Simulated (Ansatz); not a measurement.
The first iterations of a band of a periodic cell of 13 atoms, Mg₁₂H (host Mg, host structure hcp, interstitial H).

Method: DFT PBE, scalar-relativistic, plane waves, PAW (Ansatz). Settings: cutoff 420 eV, k mesh 4x3x4, gaussian smearing 0.1 eV, no spin polarisation.

| Item | Value |
| --- | --- |
| movable images | 5 |
| climbing image | yes |
| spring | 2.0 eV/Å² |
| optimiser | fire |
| start path | straight line |
| force threshold | 0.05 eV/Å |
| iteration limit | 80 |
| end points | relaxed |

Initial state:

```xyz
13
Lattice="6.4200 0.0000 0.0000 -4.8150 8.3398 0.0000 0.0000 0.0000 5.2130" Properties=species:S:1:pos:R:3
Mg 0.007 0.002 -0.045
Mg -0.009 1.938 2.592
Mg -1.606 2.776 0.018
Mg -1.624 4.616 2.613
Mg -3.212 5.552 0.011
Mg -3.157 7.367 2.598
Mg 3.212 -0.003 0.027
Mg 3.215 1.850 2.649
Mg 1.614 2.786 0.032
Mg 1.615 4.641 2.629
Mg -0.001 5.536 0.023
Mg -0.046 7.375 2.598
H 0.010 0.020 3.124
```

Final state:

Only the atoms that move by more than 0.05 Å are listed.
```
Mg1 0.003 -0.001 0.033
Mg8 3.212 1.856 2.575
Mg9 1.609 2.790 -0.027
H13 0.006 0.018 2.071
```

| iteration | highest image above the first end (eV) | largest band force component (eV/Å) |
| --- | --- | --- |
| 1 | 0.058 | 0.166 |
| 2 | 0.057 | 0.152 |

Q: Does the band converge within its limit, and where does its top end?

A: The forces met the threshold. It ended after 7 iterations with the highest image 0.052 eV above the first end. By the program's own check the climbing image is of a kind that is not told: the force calls were inconclusive, a negative curvature could not be distinguished from the path's own, the only one lies far off the path, or fixed occupations may fill a level only in part (lowest curvatures found: -0.88 and 0.81 eV/Å²). Limits of this set-up: coarse k mesh, odd electron count without spin, a small cell, in which the defect meets its images.

Run time: 5.7 min on 4 threads of Intel(R) Xeon(R) 6975P-C (Granite Rapids), on a shared host, peak memory 3.1 GiB.
